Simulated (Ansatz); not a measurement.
Relaxation of FH3S2Si (7 atoms, charge 0, multiplicity 1), to a largest force component of 0.02 eV/Å in at most 50 steps.

The calculation used RKS PBE/def2-SVPD in Ansatz 0.2.0.

```xyz
7
Properties=species:S:1:pos:R:3:forces:R:3
F -0.972 -1.295 0.293 -1.88 -1.56 1.41
Si 0.061 -0.143 -0.113 2.15 -0.57 -4.19
S 1.054 0.482 1.638 -1.32 1.87 3.46
S -0.864 1.537 -0.987 -0.98 1.82 0.13
H 1.371 1.817 1.486 0.56 0.11 -1.11
H 1.376 -0.738 2.079 1.17 -1.45 0.28
H -1.624 0.812 -1.857 0.29 -0.22 0.02
```

Task: Where does it end, and by what steps?

Result: The forces met the threshold. The force dipped under the threshold on the way, but the program's further checks kept it going. After 18 steps the energy has fallen by 3.603 eV; H7 moved furthest, 1.11 Å. Parted: Si2–S3.

```csv
step,energy less start (eV),largest force component (eV/Å),accepted
0,0.0000,4.190,yes
1,-1.5586,2.510,yes
2,-2.5641,2.125,yes
3,-2.9898,2.425,yes
4,-3.2307,1.949,yes
5,-3.3541,0.500,yes
6,-3.3976,0.245,yes
7,-3.4239,0.268,yes
8,-3.4417,0.885,yes
9,-3.4747,0.686,yes
10,-3.5035,0.549,yes
11,-3.5478,0.368,yes
12,-3.4422,0.966,no
13,-3.5823,0.194,yes
14,-3.5995,0.069,yes
15,-3.6028,0.018,yes
16,-3.6030,0.031,yes
17,-3.6033,0.021,yes
18,-3.6033,0.018,yes
```

```xyz
7
Properties=species:S:1:pos:R:3
F -1.184 -1.489 0.538
Si -0.177 -0.603 -0.491
S 0.766 0.616 1.848
S -1.577 1.089 -0.837
H 1.581 1.493 1.199
H 1.810 -0.214 2.140
H -0.817 1.580 -1.858
```

The run took 47 s on 2 threads of Arm Neoverse V1, on a shared host, peak memory 0.24 GiB.
